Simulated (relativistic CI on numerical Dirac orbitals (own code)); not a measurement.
Method of calculation: Dirac equation for one electron, model QED (radiative potential, 1s self-energy scaled to tabulated hydrogen-like ionisation energies) (own radial code, finite nucleus).

Configuration list: 1s, 2s, 2p, 3s, 3p, 3d, 4s, 4p, 4d, 4f, 5s, 5p, 5d, 5f, 5g, 6s, 6p, 6d. Levels of other configurations are missing.

Outline of the computed level scheme of Ru XLIV. Lowest level of each configuration: 1s ²S1/2 at 0.0 eV; 2p ²P°1/2 at 20224.0 eV; 2s ²S1/2 at 20227.5 eV; 3p ²P°1/2 at 24027.5 eV; 3s ²S1/2 at 24028.5 eV; 3d ²D3/2 at 24081.3 eV; 4p ²P°1/2 at 25351.2 eV; 4s ²S1/2 at 25351.6 eV; 4d ²D3/2 at 25373.8 eV.

Some strong electric-dipole decays among the lowest 14 levels: 2p ²P°1/2 → 1s ²S1/2 (2.4e+15 s⁻¹); 2p ²P°3/2 → 1s ²S1/2 (2.3e+15 s⁻¹); 3p ²P°3/2 → 1s ²S1/2 (6.2e+14 s⁻¹); 3p ²P°1/2 → 1s ²S1/2 (6.2e+14 s⁻¹); 4p ²P°3/2 → 1s ²S1/2 (2.5e+14 s⁻¹); 4p ²P°1/2 → 1s ²S1/2 (2.5e+14 s⁻¹); 3d ²D5/2 → 2p ²P°3/2 (2.4e+14 s⁻¹); 3d ²D3/2 → 2p ²P°1/2 (2.1e+14 s⁻¹).
